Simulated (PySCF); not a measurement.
# Computed records: AlClGeH3

Computed with PySCF 2.14.0. Calculation on a computer-drawn molecule: optimised geometry and harmonic frequencies of an isolated molecule of the commonest isotopes, restricted reference for singlets and unrestricted otherwise, frozen core in MP2; on germanium a core potential holds 10 electrons, which the energies leave out, and 3d is frozen in MP2 and coupled-cluster steps.

Entry: AlClGeH3

Start structure:
```xyz
6
AlClGeH3
Cl    -0.3802     1.9394    -0.2249
Al     1.1737     0.9276    -1.0557
Ge     1.6876    -0.9128     0.6927
H      2.1602     0.8190    -2.1944
H      0.9667    -2.2281     0.9965
H      2.3800    -0.8332     2.1178
```

It was run with charge 1, multiplicity 1, method HF, basis cc-pV(D+d)Z and basis and core potential on germanium cc-pVDZ-PP ECP10MDF.

The calculation gives: rotational constants 10.37, 1.377, 1.234 GHz; total energy -996.3417 hartree; convergence status largest gradient component 4.225e-05 hartree/bohr.

Drawn bonds:
```
atom  other atom  order
   1           2      1
   2           3      1
   2           4      1
   3           5      1
   3           6      1
```

Optimised structure:
```xyz
6
AlClGeH3
Cl    -0.3838     1.9891    -0.3078
Al     1.2114     0.8606    -0.9719
Ge     1.6084    -0.9378     0.8474
H      2.1307     0.8677    -2.2155
H      0.9346    -2.3050     0.8980
H      2.4866    -0.7628     2.0819
```

Modes:
```
frequency (cm⁻¹)  reduced mass (dalton)
            81.4                  13.87
           104.2                  1.054
           289.6                   10.7
           339.2                  1.034
           470.1                  1.222
           544.5                  1.146
             573                  3.756
           636.8                   1.33
           969.5                  1.031
            2136                  1.045
            2270                  1.017
            2285                  1.025
```
